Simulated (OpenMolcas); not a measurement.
Er3+: moving or changing the point charges

Er3+ among 6 point charges of -1.5 e arranged as an octahedron (Oh), 2.28 Å from the ion.
```
   2.2800    0.0000    0.0000  -1.50
   0.0000    2.2800    0.0000  -1.50
  -2.2800    0.0000    0.0000  -1.50
   0.0000   -2.2800    0.0000  -1.50
   0.0000    0.0000    2.2800  -1.50
   0.0000    0.0000   -2.2800  -1.50
```

```json
{
  "Program": "OpenMolcas",
  "Method": "CASSCF",
  "Basis": "ANO-RCC-VTZP [8s7p5d3f2g1h]",
  "Scalar Hamiltonian": "DKH2, point nucleus",
  "Active space": "11 electrons in 7 orbitals (4f)",
  "State averaging": "2S+1 = 4 odd, 35 roots (30 in the spin-orbit step); 2S+1 = 2 odd, 56 roots kept (CI in the orbitals of an earlier block)",
  "Spin-orbit coupling": "RASSI with atomic mean-field integrals over the reference wave functions"
}
```

Runs around this geometry, states (labels of O, the rotations of Oh). Energies in cm-1 above the lowest state or level, χT in cm3 K/mol.

```csv
R (Å),Ground state,First state of that spin,First gap with spin-orbit (degeneracies),Width of lowest J,χT at 300 K
2.28,4A1,4T1 33.1,"50.0 (4, 4)",228,11.387
2.45,4A1,4T1 23.1,"35.2 (4, 4)",160,11.413
2.67,4A1,4T1 15.1,"23.1 (4, 4)",105,11.429
```

Taking the width of the lowest J multiplet as R^-n, n = -ln(105 / 228) / ln(2.67 / 2.28) = 4.9 between the shortest and longest distance.

High states are left out of the spin-orbit mixing, which shifts the levels that they would mix with. This is an electrostatic model: the charges have no orbitals. A group larger than the point group allows holds several states that coincide in this model. No measured value stands beside these numbers.
